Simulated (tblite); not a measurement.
C₅H₈OS₂.
SMILES with atom numbers: `[CH3:1][O:2][C:3](=[S:4])[CH2:5][C:6]([CH3:7])=[S:8]` (hydrogens: H9, H10, H11 on C1; H12, H13 on C5; H14, H15, H16 on C7)

Computed with GFN2-xTB (tblite), gas phase: Langevin dynamics at 600 K from the optimised GFN2-xTB geometry, time step 0.5 fs, friction 0.01 fs⁻¹, 2000 steps.

Start geometry:
```
atom  x, y, z in Å
C1      2.817    0.394    0.296
O2      1.502    0.829    0.584
C3      0.534    0.484   -0.241
S4      0.743   -0.381   -1.608
C5     -0.823    0.934    0.240
C6     -1.467   -0.241    0.930
C7     -2.202   -1.183    0.054
S8     -1.292   -0.462    2.527
H9      3.445    0.774    1.098
H10     2.858   -0.697    0.262
H11     3.146    0.787   -0.669
H12    -0.682    1.754    0.945
H13    -1.423    1.249   -0.614
H14    -3.091   -0.698   -0.352
H15    -1.573   -1.460   -0.796
H16    -2.500   -2.074    0.600
```

The statistics below take the 31 frames saved every 25 fs from 250 to 1000 fs; their kinetic temperature (all 3N coordinates) averages 551 K.

Task: How do the bond lengths spread?

Result: 
```json
{"bond": "C1–O2", "start (Å)": "1.415", "mean (Å)": "1.426", "standard deviation (Å)": "0.044", "shortest (Å)": "1.326", "longest (Å)": "1.528"}
{"bond": "O2–C3", "start (Å)": "1.318", "mean (Å)": "1.330", "standard deviation (Å)": "0.032", "shortest (Å)": "1.252", "longest (Å)": "1.399"}
{"bond": "C3=S4", "start (Å)": "1.630", "mean (Å)": "1.637", "standard deviation (Å)": "0.029", "shortest (Å)": "1.577", "longest (Å)": "1.707"}
{"bond": "C3–C5", "start (Å)": "1.508", "mean (Å)": "1.525", "standard deviation (Å)": "0.047", "shortest (Å)": "1.426", "longest (Å)": "1.624"}
{"bond": "C5–C6", "start (Å)": "1.508", "mean (Å)": "1.517", "standard deviation (Å)": "0.049", "shortest (Å)": "1.431", "longest (Å)": "1.654"}
{"bond": "C6–C7", "start (Å)": "1.481", "mean (Å)": "1.488", "standard deviation (Å)": "0.040", "shortest (Å)": "1.384", "longest (Å)": "1.567"}
{"bond": "C6=S8", "start (Å)": "1.622", "mean (Å)": "1.634", "standard deviation (Å)": "0.036", "shortest (Å)": "1.561", "longest (Å)": "1.702"}
{"bond": "C1–H9", "start (Å)": "1.087", "mean (Å)": "1.104", "standard deviation (Å)": "0.046", "shortest (Å)": "1.036", "longest (Å)": "1.223"}
{"bond": "C1–H10", "start (Å)": "1.093", "mean (Å)": "1.092", "standard deviation (Å)": "0.035", "shortest (Å)": "1.003", "longest (Å)": "1.160"}
{"bond": "C1–H11", "start (Å)": "1.093", "mean (Å)": "1.096", "standard deviation (Å)": "0.035", "shortest (Å)": "1.028", "longest (Å)": "1.151"}
{"bond": "C5–H12", "start (Å)": "1.090", "mean (Å)": "1.100", "standard deviation (Å)": "0.033", "shortest (Å)": "1.037", "longest (Å)": "1.158"}
{"bond": "C5–H13", "start (Å)": "1.090", "mean (Å)": "1.101", "standard deviation (Å)": "0.029", "shortest (Å)": "1.040", "longest (Å)": "1.165"}
{"bond": "C7–H14", "start (Å)": "1.091", "mean (Å)": "1.094", "standard deviation (Å)": "0.031", "shortest (Å)": "1.027", "longest (Å)": "1.181"}
{"bond": "C7–H15", "start (Å)": "1.093", "mean (Å)": "1.096", "standard deviation (Å)": "0.037", "shortest (Å)": "1.020", "longest (Å)": "1.194"}
{"bond": "C7–H16", "start (Å)": "1.086", "mean (Å)": "1.102", "standard deviation (Å)": "0.033", "shortest (Å)": "1.042", "longest (Å)": "1.174"}
```

Task: How far does each atom move about its mean position (frames aligned on the start, all atoms weighted alike), and what rms force does it feel?

Result: 
```tsv
atom	rms displacement (Å)	rms force (eV/Å)
C1	0.38	2.45
O2	0.36	1.87
C3	0.35	2.17
S4	1.07	1.24
C5	0.25	2.22
C6	0.18	2.30
C7	0.43	2.42
S8	0.51	1.61
H9	1.15	1.40
H10	0.80	1.30
H11	1.20	1.31
H12	0.34	1.28
H13	0.31	1.06
H14	0.97	1.14
H15	0.69	1.31
H16	0.88	1.19
```

The displacements run from 0.18 to 1.20 Å, the largest at H11.

Task: Follow the torsions C1–O2–C3–S4, O2–C3–C5–C6 and C3–C5–C6–C7 through every second one of these frames.

Result: 
```json
{"t (fs)": "250", "C1–O2–C3–S4 (°)": "12", "O2–C3–C5–C6 (°)": "-143", "C3–C5–C6–C7 (°)": "-89"}
{"t (fs)": "300", "C1–O2–C3–S4 (°)": "0", "O2–C3–C5–C6 (°)": "-147", "C3–C5–C6–C7 (°)": "-83"}
{"t (fs)": "350", "C1–O2–C3–S4 (°)": "-10", "O2–C3–C5–C6 (°)": "-148", "C3–C5–C6–C7 (°)": "-69"}
{"t (fs)": "400", "C1–O2–C3–S4 (°)": "9", "O2–C3–C5–C6 (°)": "-125", "C3–C5–C6–C7 (°)": "-85"}
{"t (fs)": "450", "C1–O2–C3–S4 (°)": "-6", "O2–C3–C5–C6 (°)": "-141", "C3–C5–C6–C7 (°)": "-58"}
{"t (fs)": "500", "C1–O2–C3–S4 (°)": "1", "O2–C3–C5–C6 (°)": "-131", "C3–C5–C6–C7 (°)": "-40"}
{"t (fs)": "550", "C1–O2–C3–S4 (°)": "-6", "O2–C3–C5–C6 (°)": "-116", "C3–C5–C6–C7 (°)": "-52"}
{"t (fs)": "600", "C1–O2–C3–S4 (°)": "-11", "O2–C3–C5–C6 (°)": "-109", "C3–C5–C6–C7 (°)": "-46"}
{"t (fs)": "650", "C1–O2–C3–S4 (°)": "10", "O2–C3–C5–C6 (°)": "-88", "C3–C5–C6–C7 (°)": "-40"}
{"t (fs)": "700", "C1–O2–C3–S4 (°)": "2", "O2–C3–C5–C6 (°)": "-74", "C3–C5–C6–C7 (°)": "-41"}
{"t (fs)": "750", "C1–O2–C3–S4 (°)": "-11", "O2–C3–C5–C6 (°)": "-79", "C3–C5–C6–C7 (°)": "-25"}
{"t (fs)": "800", "C1–O2–C3–S4 (°)": "10", "O2–C3–C5–C6 (°)": "-68", "C3–C5–C6–C7 (°)": "-32"}
{"t (fs)": "850", "C1–O2–C3–S4 (°)": "-6", "O2–C3–C5–C6 (°)": "-79", "C3–C5–C6–C7 (°)": "-21"}
{"t (fs)": "900", "C1–O2–C3–S4 (°)": "6", "O2–C3–C5–C6 (°)": "-45", "C3–C5–C6–C7 (°)": "-51"}
{"t (fs)": "950", "C1–O2–C3–S4 (°)": "5", "O2–C3–C5–C6 (°)": "-46", "C3–C5–C6–C7 (°)": "-43"}
{"t (fs)": "1000", "C1–O2–C3–S4 (°)": "-25", "O2–C3–C5–C6 (°)": "-48", "C3–C5–C6–C7 (°)": "-52"}
```

Largest departure from the start value over all these frames: C1–O2–C3–S4 29° (start -2°), O2–C3–C5–C6 63° (start -98°), C3–C5–C6–C7 64° (start -86°).

Task: How widely does the potential energy scatter, against a harmonic estimate?

Result: Mean 1.02 eV above the start, standard deviation 0.168 eV, range 0.72 to 1.31 eV. For 42 classical harmonic modes at 600 K the canonical values are 42kT/2 = 1.09 eV and kT·√(42/2) = 0.237 eV.

The run is classical and short, so these are rough statistics of one trajectory.

The cost below is that of the whole dynamics run. The run took 25 s of wall time on one thread, Arm Neoverse N1 (aarch64), shared host with 64 logical CPUs at a one-minute load of 57, and the process peaked at 0.18 GiB of memory.
